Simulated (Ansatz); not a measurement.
Compare A (`[GeH3][SiH]1CS1`) with its isomer B (`[SiH3][CH]1[S][GeH2]1`).

Computed with Ansatz on PBE0-D4/def2-TZVP structures; ΔE is electronic, products minus reactants. CCSD(T)/CBS is the MP2 limit (def2-TZVPP, def2-QZVPP) plus CCSD(T) − MP2 in def2-TZVPP, frozen cores. DFT in def2-TZVPP. B3LYP here is the variant with VWN-RPA as its local correlation; programs differ in this. For Ge outer-core shells are correlated without core-valence functions, which leaves a few kJ/mol of doubt a bond. Scalar relativity is left out up to krypton.

Which is lower in electronic energy at CCSD(T)/CBS, and by how much? (Best estimate.)

Computed: A, by 8.2 kcal/mol.

Give E(B) − E(A) in kcal/mol with CCSD(T)/def2-TZVPP, r2SCAN-D4, CCSD/def2-TZVPP, HF/def2-TZVPP, PBE-D4, B3LYP-D4, B3LYP. (An estimate is asked.)

Ansatz gave: CCSD(T)/def2-TZVPP 8.6, r2SCAN-D4 11.8, CCSD/def2-TZVPP 8.9, HF/def2-TZVPP 8.8, PBE-D4 12.5, B3LYP-D4 10.4, B3LYP 11.2. None reverses the order clearly.

Largest T1 diagnostic: 0.013.

The D4 term adds −0.7 kcal/mol with B3LYP and −0.4 kcal/mol with PBE0; it sums over pairs of atoms, weighted by their polarisabilities, and B3LYP, whose exchange is more repulsive, gets the larger term.
